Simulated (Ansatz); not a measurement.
Cost and result for the atomization energy of `C[O][In]([CH3])[SH]` (12 atoms, 11 bonds).

Cartesian coordinates in Å:
```
C 0.718 -1.941 -0.190
O -0.428 -1.360 0.362
In -0.775 0.599 0.356
C 0.615 1.951 -0.538
S -2.849 0.951 1.454
H 1.398 -1.221 -0.672
H 0.441 -2.682 -0.952
H 1.296 -2.463 0.583
H 0.164 2.937 -0.646
H 0.909 1.573 -1.517
H 1.501 2.026 0.093
H -2.991 -0.369 1.667
```

Charge 0, multiplicity 1. Correlated methods include outer-core shells of In, which these sets cover unevenly. In: def2 effective core potential. The structure was optimised at the PBE0-D4/def2-TZVP level. It is one conformer, not always the lowest. Program: Ansatz. All runs use 2 threads of an AMD EPYC 7R13 on a shared host and a share of an NVIDIA H100 80 GB. Times are those of one run each, without the atoms' runs, and a repeat can differ threefold. Electronic energies, without spin–orbit coupling; frozen cores. CCSD(T)/CBS adds CCSD(T) − MP2 in def2-TZVPP to the MP2 limit, and its time is that of the two runs behind it. T1 = 0.015. With those shells the extrapolation isn't a true limit. B3LYP takes the VWN-RPA correlation (the form of Gaussian; ORCA's B3LYP/G). HSE06 is the plane-wave form, built on full-range PBE exchange.

CCSD(T)/CBS is a level of theory with its own doubt, some kJ/mol a heavy atom from the limit and from the frozen cores, so smaller differences don't rank the functionals.

| level | functions | wall time |
| --- | --- | --- |
| CCSD(T)/def2-SVP | 121 | 2.5 s |
| B3LYP-D4/def2-TZVPP (with forces) | 283 | 3 s |
| ωB97M-V/def2-TZVPP (with forces) | 283 | 4.5 s |
| PBE0-D4/def2-TZVPP | 283 | 4.6 s |
| ωB97X-V/def2-TZVPP | 283 | 4.9 s |
| r2SCAN-D4/def2-TZVPP (with forces) | 283 | 5.5 s |
| MP2/def2-QZVPP | 533 | 5.5 s |
| PBE-D4/def2-TZVPP (with forces) | 283 | 5.5 s |
| HSE06-D4/def2-TZVPP | 283 | 5.5 s |
| CAM-B3LYP-D4/def2-TZVPP | 283 | 6.5 s |
| BHLYP-D4/def2-TZVPP | 283 | 7 s |
| CCSD(T)/def2-TZVPP | 283 | 7.5 s |
| CCSD(T)/CBS(def2) | – | 13 s |

(1) What atomization energy does each give, and how far from CCSD(T)/CBS? (Estimate.)

Results:

(1) The calculation gave: 
```
                             level  atomization (kcal/mol)  difference from CCSD(T)/CBS  per bond
                  CCSD(T)/def2-SVP                   919.5                        -60.9      -5.5
 B3LYP-D4/def2-TZVPP (with forces)                   970.4                        -10.0      -0.9
  ωB97M-V/def2-TZVPP (with forces)                   979.0                         -1.4      -0.1
                PBE0-D4/def2-TZVPP                   974.0                         -6.4      -0.6
                ωB97X-V/def2-TZVPP                   979.9                         -0.5      -0.1
r2SCAN-D4/def2-TZVPP (with forces)                   978.7                         -1.7      -0.2
                    MP2/def2-QZVPP                   980.5                          0.1       0.0
   PBE-D4/def2-TZVPP (with forces)                   990.8                         10.4       0.9
               HSE06-D4/def2-TZVPP                   974.7                         -5.7      -0.5
           CAM-B3LYP-D4/def2-TZVPP                   976.2                         -4.2      -0.4
               BHLYP-D4/def2-TZVPP                   943.6                        -36.8      -3.3
                CCSD(T)/def2-TZVPP                   953.9                        -26.5      -2.4
                 CCSD(T)/CBS(def2)                   980.4                          0.0       0.0
```

From PBE to PBE0 (25 % exact exchange), in def2-TZVPP and without D4, the atomization energy moves by −16.0 kcal/mol: exact exchange takes away binding that semilocal exchange gives to molecules. At CCSD(T), def2-SVP lies −60.9 kcal/mol from the extrapolated value and def2-TZVPP −26.5 kcal/mol: correlation converges slowly with the basis, and small sets miss more of it in the bonded molecule than in its fragments. In def2-TZVPP, CCSD(T) changes the Hartree–Fock value by +254.4 kcal/mol (the triples alone add +15.5 kcal/mol) and MP2 by +265.3 kcal/mol; breaking electron pairs costs correlation energy, which Hartree–Fock lacks.

Spin–orbit coupling would lower the free In atoms strongly, and the atomization energy with them, by more than many differences here.
